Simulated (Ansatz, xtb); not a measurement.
# CH5InSi: which of two isomers lies lower

Structure I: `[SiH3][CH2][In]`, a singlet. Structure II: `C[SiH2][In]`, a singlet. Both are isolated molecules in the gas phase, relaxed with PBE-D3(BJ)/def2-SVP.

Energies in hartree; the thermal terms are from PBE-D3(BJ)/def2-SVP harmonic frequencies (ideal gas, rigid rotor, one conformer each, 298.15 K, 1 atm) and include the zero-point energy:

|  | I | II |
| --- | --- | --- |
| E, CCSD(T)/def2-TZVP | −519.558317 | −519.560683 |
| zero-point energy | 0.047863 | 0.050725 |
| H(298 K) − E | 0.054539 | 0.057706 |
| G(298 K) − E | 0.016992 | 0.019408 |

Question: Work out ΔE, ΔE₀, ΔH and ΔG for I → II in kcal/mol (1 Eh = 627.51 kcal/mol) and the equilibrium ratio [II]/[I].

Answer: 1. ΔE = −519.560683 − (−519.558317) = −0.002366 Eh = −1.48 kcal/mol.
2. ΔE₀ = ΔE + ΔZPE = −0.002366 + (+0.002862) Eh = +0.31 kcal/mol.
3. ΔH = ΔE + (+0.003167) Eh = +0.50 kcal/mol.
4. ΔG = ΔE + (+0.002416) Eh = +0.03 kcal/mol, so ΔS = (ΔH − ΔG)/T = +6.6 J/(mol K).
5. kT = 0.9442 mEh, so K = [II]/[I] = exp(−ΔG/kT) = exp(−0.05) ≈ 0.95.

The two are too close for this level to say which is favoured. An error of 1 kcal/mol in ΔG would change K by a factor of 5.4. MP2/def2-TZVP gave ΔE the other sign. Mirror images and further conformers aren't counted.

As drawn, II has 1 In–Si, 1 C–H in place of 1 C–In, 1 Si–H.

Other levels gave ΔE = −5.8 (PBE-D3(BJ)/def2-SVP); −2.7 (HF/def2-TZVP); +0.6 (MP2/def2-TZVP) kcal/mol. The correlated steps freeze 10 core orbitals; the filled d shell of In is correlated, in a basis made for valence electrons. Atoms past krypton carry core potentials in the def2 sets, without spin–orbit terms. Programs: Ansatz 0.2.0.
